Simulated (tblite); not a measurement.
Record of a relaxation.

Species: C4H8O2P (charge -1).
SMILES with atom numbers: `[CH2:1]=[CH:2][P@:3](=[O:4])([O-:5])[CH2:6][CH3:7]` (hydrogens: H8, H9 on C1; H10 on C2; H11, H12 on C6; H13, H14, H15 on C7)
Bond orders are those of one Lewis drawing.

Computed with GFN2-xTB (tblite), gas phase: L-BFGS steps from a force-field or distance-geometry start until the largest atomic force falls under 0.01 eV/Å. 10 of its 77 geometries are shown.

Step 0: E = -641.4398 eV, largest atomic force 2.822 eV/Å
```
atom  x, y, z in Å  |  force x, y, z in eV/Å
C1     -2.654   -0.381    0.256    0.735   0.440  -0.436
C2     -1.701   -0.246   -0.673   -1.339  -0.188   0.864
P3     -0.272    0.832   -0.465    1.846   2.076   0.496
O4     -0.403    1.825    0.675   -0.449  -0.723  -1.038
O5      0.283    1.320   -1.783   -0.877  -0.164   0.501
C6      0.905   -0.456    0.117    0.461  -0.835   0.375
C7      2.293    0.111    0.387   -0.198   0.024   0.476
H8     -2.596    0.207    1.178   -0.067  -0.352  -0.511
H9     -3.508   -1.032    0.100    0.019   0.036   0.188
H10    -1.748   -0.797   -1.591   -0.027  -0.186  -0.318
H11     0.504   -0.904    1.034    0.057  -0.022  -0.028
H12     0.968   -1.241   -0.642    0.045  -0.035   0.020
H13     2.708    0.555   -0.506   -0.036   0.109  -0.272
H14     2.972   -0.681    0.733   -0.066   0.127  -0.016
H15     2.246    0.896    1.159   -0.103  -0.307  -0.301
```

Step 8: E = -641.6155 eV, largest atomic force 0.102 eV/Å
```
atom  x, y, z in Å  |  force x, y, z in eV/Å
C1     -2.645   -0.362    0.236   -0.020  -0.017   0.052
C2     -1.696   -0.235   -0.669   -0.078  -0.024   0.016
P3     -0.225    0.864   -0.451    0.080  -0.048  -0.034
O4     -0.447    1.847    0.644   -0.029   0.017   0.082
O5      0.222    1.357   -1.786   -0.011  -0.005  -0.006
C6      0.930   -0.498    0.137    0.020  -0.011   0.003
C7      2.301    0.092    0.397   -0.044   0.004  -0.016
H8     -2.599    0.196    1.155    0.054   0.081   0.032
H9     -3.502   -1.018    0.123    0.000   0.015  -0.054
H10    -1.749   -0.791   -1.597    0.041  -0.012  -0.081
H11     0.515   -0.935    1.049    0.027  -0.024  -0.037
H12     0.984   -1.269   -0.635   -0.005  -0.017   0.045
H13     2.677    0.550   -0.518   -0.019  -0.040   0.027
H14     3.010   -0.667    0.746   -0.009   0.096  -0.033
H15     2.217    0.878    1.147   -0.006  -0.015   0.003
```

Step 17: E = -641.6227 eV, largest atomic force 0.094 eV/Å
```
atom  x, y, z in Å  |  force x, y, z in eV/Å
C1     -2.641   -0.351    0.234   -0.005   0.037  -0.027
C2     -1.696   -0.241   -0.677   -0.013  -0.040  -0.018
P3     -0.225    0.842   -0.440    0.049   0.015   0.012
O4     -0.452    1.809    0.670    0.016   0.002   0.010
O5      0.217    1.349   -1.772    0.042   0.027   0.015
C6      0.932   -0.521    0.141    0.043   0.006   0.007
C7      2.289    0.104    0.392    0.002  -0.030  -0.004
H8     -2.563    0.226    1.139   -0.023   0.016   0.072
H9     -3.513   -0.984    0.121   -0.056  -0.013   0.012
H10    -1.739   -0.784   -1.611   -0.033  -0.062  -0.063
H11     0.525   -0.963    1.054    0.036   0.013  -0.010
H12     0.992   -1.299   -0.624    0.026   0.025   0.016
H13     2.652    0.558   -0.531   -0.053   0.010   0.053
H14     3.027   -0.627    0.740   -0.012   0.013  -0.003
H15     2.191    0.890    1.142   -0.021  -0.019  -0.070
```

Step 25: E = -641.6282 eV, largest atomic force 0.030 eV/Å
```
atom  x, y, z in Å  |  force x, y, z in eV/Å
C1     -2.646   -0.331    0.223   -0.012   0.014  -0.007
C2     -1.700   -0.255   -0.691    0.004   0.005   0.017
P3     -0.216    0.817   -0.430    0.001   0.004   0.006
O4     -0.447    1.764    0.697   -0.024  -0.004   0.016
O5      0.245    1.355   -1.742    0.001  -0.027  -0.010
C6      0.943   -0.545    0.145   -0.005   0.009  -0.007
C7      2.282    0.115    0.386   -0.004  -0.013  -0.010
H8     -2.545    0.246    1.128   -0.020  -0.001  -0.007
H9     -3.541   -0.938    0.126    0.010   0.005  -0.016
H10    -1.757   -0.803   -1.625   -0.017   0.006   0.022
H11     0.549   -0.986    1.063    0.010  -0.015  -0.020
H12     1.015   -1.323   -0.619    0.015   0.001   0.015
H13     2.616    0.577   -0.542    0.014   0.012   0.018
H14     3.043   -0.590    0.735    0.010   0.017   0.004
H15     2.155    0.906    1.125    0.017  -0.012  -0.021
```

Step 34: E = -641.6298 eV, largest atomic force 0.038 eV/Å
```
atom  x, y, z in Å  |  force x, y, z in eV/Å
C1     -2.659   -0.318    0.221   -0.002  -0.015  -0.014
C2     -1.705   -0.257   -0.686    0.012  -0.004   0.009
P3     -0.216    0.804   -0.423    0.004   0.010   0.001
O4     -0.455    1.748    0.705    0.020  -0.003   0.010
O5      0.251    1.344   -1.733   -0.019  -0.003  -0.014
C6      0.954   -0.554    0.144   -0.006   0.011  -0.002
C7      2.288    0.120    0.383   -0.013  -0.007  -0.001
H8     -2.564    0.259    1.127   -0.008  -0.004  -0.020
H9     -3.553   -0.921    0.111   -0.035   0.012   0.010
H10    -1.771   -0.808   -1.617    0.013   0.001   0.011
H11     0.565   -1.003    1.060    0.024  -0.001  -0.002
H12     1.033   -1.329   -0.621    0.008   0.019   0.003
H13     2.619    0.587   -0.544   -0.003  -0.016   0.013
H14     3.057   -0.576    0.734   -0.005   0.020  -0.004
H15     2.153    0.912    1.119    0.010  -0.018  -0.002
```

Step 42: E = -641.6321 eV, largest atomic force 0.048 eV/Å
```
atom  x, y, z in Å  |  force x, y, z in eV/Å
C1     -2.693   -0.302    0.211   -0.007   0.007   0.006
C2     -1.711   -0.273   -0.668   -0.007  -0.006   0.012
P3     -0.216    0.785   -0.407   -0.001  -0.036   0.000
O4     -0.443    1.727    0.725    0.007  -0.003  -0.011
O5      0.227    1.321   -1.727   -0.011   0.020   0.018
C6      0.976   -0.563    0.142   -0.011   0.001  -0.009
C7      2.300    0.130    0.380   -0.013  -0.007   0.002
H8     -2.607    0.280    1.115   -0.003  -0.011  -0.019
H9     -3.603   -0.881    0.085    0.038   0.026  -0.012
H10    -1.768   -0.821   -1.602    0.015  -0.014   0.025
H11     0.607   -1.034    1.056   -0.005   0.013  -0.013
H12     1.066   -1.324   -0.635   -0.008   0.000   0.003
H13     2.624    0.598   -0.548    0.004   0.007   0.015
H14     3.080   -0.553    0.732    0.002  -0.006  -0.012
H15     2.157    0.918    1.118    0.000   0.009  -0.007
```

Step 51: E = -641.6336 eV, largest atomic force 0.035 eV/Å
```
atom  x, y, z in Å  |  force x, y, z in eV/Å
C1     -2.710   -0.285    0.204   -0.006   0.000  -0.005
C2     -1.705   -0.290   -0.649   -0.018   0.007  -0.001
P3     -0.215    0.772   -0.395   -0.004  -0.022   0.010
O4     -0.433    1.707    0.744   -0.004  -0.001  -0.005
O5      0.202    1.323   -1.719    0.003   0.000   0.024
C6      0.988   -0.569    0.135    0.003   0.008  -0.003
C7      2.306    0.135    0.377    0.002  -0.005  -0.007
H8     -2.637    0.302    1.105   -0.008   0.018  -0.029
H9     -3.628   -0.844    0.055    0.017  -0.010   0.021
H10    -1.752   -0.857   -1.573    0.010  -0.002   0.005
H11     0.624   -1.047    1.048    0.002   0.009  -0.018
H12     1.082   -1.328   -0.645    0.001   0.014   0.007
H13     2.628    0.613   -0.548   -0.005   0.000  -0.007
H14     3.092   -0.543    0.723    0.003   0.002   0.006
H15     2.154    0.920    1.116    0.005  -0.017   0.002
```

Step 59: E = -641.6368 eV, largest atomic force 0.082 eV/Å
```
atom  x, y, z in Å  |  force x, y, z in eV/Å
C1     -2.751   -0.240    0.175   -0.034  -0.006   0.037
C2     -1.700   -0.326   -0.616    0.003  -0.028  -0.007
P3     -0.222    0.749   -0.359   -0.003   0.001  -0.020
O4     -0.433    1.651    0.807    0.002   0.003   0.031
O5      0.159    1.343   -1.674    0.023   0.021  -0.046
C6      1.016   -0.583    0.113   -0.053   0.014   0.020
C7      2.322    0.139    0.361   -0.006   0.015   0.004
H8     -2.715    0.420    1.029   -0.005  -0.013  -0.053
H9     -3.667   -0.805    0.030    0.047   0.021   0.003
H10    -1.698   -0.964   -1.492   -0.009   0.001   0.016
H11     0.660   -1.071    1.022    0.024  -0.077   0.014
H12     1.117   -1.328   -0.679   -0.020   0.027   0.019
H13     2.627    0.642   -0.553    0.013   0.033  -0.029
H14     3.126   -0.521    0.694    0.017  -0.071  -0.006
H15     2.154    0.900    1.120    0.002   0.059   0.018
```

Step 68: E = -641.6407 eV, largest atomic force 0.058 eV/Å
```
atom  x, y, z in Å  |  force x, y, z in eV/Å
C1     -2.782   -0.209    0.148    0.023   0.012  -0.009
C2     -1.693   -0.354   -0.582   -0.033   0.001   0.048
P3     -0.231    0.746   -0.330    0.006  -0.016   0.012
O4     -0.436    1.623    0.855   -0.017   0.012  -0.002
O5      0.123    1.369   -1.640    0.014  -0.020   0.008
C6      1.028   -0.581    0.102   -0.006   0.002  -0.008
C7      2.335    0.143    0.352   -0.006  -0.011   0.001
H8     -2.793    0.527    0.936    0.016  -0.010  -0.013
H9     -3.686   -0.794    0.013    0.008   0.001  -0.015
H10    -1.648   -1.071   -1.395    0.005  -0.001  -0.005
H11     0.698   -1.113    0.997    0.004   0.019   0.000
H12     1.128   -1.301   -0.713   -0.004   0.026  -0.017
H13     2.635    0.669   -0.553   -0.022  -0.011  -0.009
H14     3.138   -0.535    0.657    0.016   0.006   0.002
H15     2.180    0.890    1.129   -0.004  -0.009   0.006
```

Step 76: E = -641.6416 eV, largest atomic force 0.010 eV/Å
```
atom  x, y, z in Å  |  force x, y, z in eV/Å
C1     -2.793   -0.194    0.136    0.004   0.000   0.001
C2     -1.691   -0.369   -0.564   -0.003   0.000   0.000
P3     -0.232    0.735   -0.313    0.000  -0.003   0.002
O4     -0.442    1.610    0.874    0.001   0.003  -0.001
O5      0.116    1.361   -1.623    0.002  -0.003   0.003
C6      1.037   -0.585    0.102   -0.002  -0.001  -0.001
C7      2.338    0.146    0.348   -0.001   0.000  -0.002
H8     -2.809    0.558    0.908   -0.006  -0.005  -0.006
H9     -3.701   -0.771   -0.008    0.001   0.004   0.002
H10    -1.635   -1.102   -1.361    0.001   0.001  -0.002
H11     0.719   -1.133    0.991   -0.003   0.003   0.000
H12     1.133   -1.288   -0.729   -0.004  -0.004   0.002
H13     2.624    0.678   -0.558   -0.002   0.005   0.001
H14     3.151   -0.525    0.644    0.005   0.004  -0.004
H15     2.181    0.887    1.130    0.007  -0.004   0.004
```

Task: Summarise the path.

Result: The energy falls by 0.2018 eV from step 0 to step 76; nine tenths of that is first reached at step 16. It never rises by more than 0.2 meV. The largest force goes from 2.822 to 0.010 eV/Å. Among the bonds C2–P3 changes most, from 1.801 to 1.846 Å; the atoms move by 0.266 Å rms after alignment.

Task: Follow the three bonds and two angles with the largest change from start to end.

Result: 
```
step  E above end (eV)  largest force (eV/Å)  C2–P3 (Å)  P3–C6 (Å)  P3=O4 (Å)  P3–C6–C7 (°)  C2–P3–O5 (°)
   0            0.2018                 2.822      1.801      1.839      1.518         112.3         112.6
   3            0.0531                 0.406      1.861      1.852      1.494         109.5         109.9
   7            0.0281                 0.173      1.850      1.878      1.489         109.0         109.1
  10            0.0241                 0.055      1.852      1.880      1.490         109.1         109.2
  13            0.0226                 0.078      1.851      1.882      1.490         108.7         109.0
  17            0.0188                 0.094      1.842      1.880      1.490         107.7         108.8
  20            0.0158                 0.062      1.844      1.877      1.490         107.0         108.7
  23            0.0141                 0.074      1.848      1.879      1.490         106.5         109.1
  26            0.0132                 0.030      1.849      1.878      1.490         106.1         109.5
  30            0.0125                 0.028      1.848      1.879      1.490         106.0         109.6
  33            0.0120                 0.036      1.848      1.880      1.490         105.9         109.6
  36            0.0113                 0.082      1.847      1.878      1.490         105.9         109.5
  40            0.0099                 0.042      1.848      1.880      1.490         105.8         108.9
  43            0.0093                 0.028      1.849      1.880      1.490         105.8         108.6
  46            0.0088                 0.036      1.848      1.878      1.490         105.8         108.4
  50            0.0081                 0.036      1.847      1.879      1.490         105.7         108.4
  53            0.0077                 0.037      1.847      1.878      1.490         105.8         108.4
  56            0.0068                 0.050      1.846      1.876      1.489         105.8         108.3
  59            0.0048                 0.082      1.846      1.879      1.489         105.7         108.3
  63            0.0024                 0.058      1.848      1.879      1.490         106.3         108.5
  66            0.0014                 0.037      1.847      1.879      1.489         106.3         108.5
  69            0.0006                 0.063      1.847      1.879      1.489         106.1         108.4
  73            0.0001                 0.028      1.846      1.877      1.489         106.1         108.4
  76            0.0000                 0.010      1.846      1.878      1.489         106.1         108.4
```
